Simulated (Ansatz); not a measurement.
Spectroscopic constants of NaAl-, multiplicity 2 (lowest of 2S+1 = 2, 4 at CCSD(T)/def2-TZVPP on PBE0 minima; our sources give no spin for the ground state, which may be another). The T1 diagnostic near the minimum is 0.053, so single-reference values are doubtful.

Seven points along R, fitted to fifth degree in 1/R; most abundant isotopes. In def2 and cc sets the state is the lowest found near the PBE0 minimum, followed along R.

Programs: Ansatz (Gaussian basis) for Hartree–Fock, density functionals and correlated methods. Each number belongs to the level named beside it.

Energies at SVWN5/def2-TZVPP:

```csv
R (Å),E (hartree)
2.966559,-402.80569351
3.046305,-402.80597370
3.119672,-402.80596360
3.202608,-402.80570600
3.285544,-402.80524336
3.381239,-402.80451741
3.492884,-402.80348559
```

Problem. With a reduced mass of 12.4131 u, find the minimum, the force constant and the constants.

Solution. A fifth-degree polynomial in 1/R puts the minimum at r_e = 3.0791 Å with force constant 18.8 N/m. Then ω_e = (1/2πc)√(k/μ) = 160 cm⁻¹ and B_e = h/(8π²cμr_e²) = 0.1432 cm⁻¹; the cubic and quartic terms give α_e = 0.0015 and ω_e x_e = 1.2 cm⁻¹.

Ansatz is a quantum-chemistry and plane-wave program.
